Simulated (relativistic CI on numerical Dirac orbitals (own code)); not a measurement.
# Hyperfine structure of I³⁷⁺, mass number 129

Computed by Dirac-Coulomb-Breit CI, KLI orbitals optimised for each configuration, a model potential for QED, unscaled Slater integrals (own radial code, finite nucleus).

CI space (outside the closed core [Ne]): 3s2.3p4, 3s.3p5, 3s2.3p3.3d, 3p6, 3s.3p4.3d, 3p5.3d, 3s.3p3.3d2, 3s2.3p2.3d.4p, 3p5.4s, 3s.3p3.3d.4s, 3p5.4p, 3s2.3p3.4s, 3s2.3p2.3d2, 3s2.3p.3d3, 3s.3p2.3d3, 3s2.3p.3d2.4s, 3p4.3d2, 3p3.3d3, 3p3.3d2.4s, 3s2.3p2.3d.4s, 3s.3p2.3d2.4s, 3s2.3p.3d.4s2. Double excitations out of closed p, d and f shells are left out; levels of such configurations are missing from the list, as are those of other unlisted configurations, and high levels can miss mixing partners.

Nuclear spin I = 7/2, μ = 2.6165 μN, Q = -0.483 b (tables of Stone and Pyykkö). The electronic factors are computed for point nuclear moments, without core polarisation or the Bohr-Weisskopf and QED corrections.

```
       Level   E (eV)  A (GHz)  B (GHz)
3s2.3p4 3P_2   0.0000    48.14    -11.7
3s2.3p4 3P_1  69.0347   -16.62     29.9
3s2.3p4 1D_2  76.0074    116.3     71.6
```

Levels with J = 0, under 50 % of one LS term, or S terms without an open s electron are left out. Small factors come from cancelling terms and can be off by tens of per cent or more.

At this charge energies of transitions that change n are usually good to better than 1 %, and those within a shell (Δn = 0) to a few per cent.

(1) Give the hyperfine levels of 3s2.3p4 3P_2 relative to its centre of gravity.

## Answers

(1) With K = F(F + 1) − I(I + 1) − J(J + 1), E = AK/2 + B[¾K(K + 1) − I(I + 1)J(J + 1)]/[2I(2I − 1)J(2J − 1)]: F = 3/2: -439.5, F = 5/2: -313.9, F = 7/2: -141.1, F = 9/2: 76.17, F = 11/2: 334.1 GHz.

LS names give the leading component of a level, which can be under half, so a name can repeat, a term be missing and a line seem to break the LS rules.
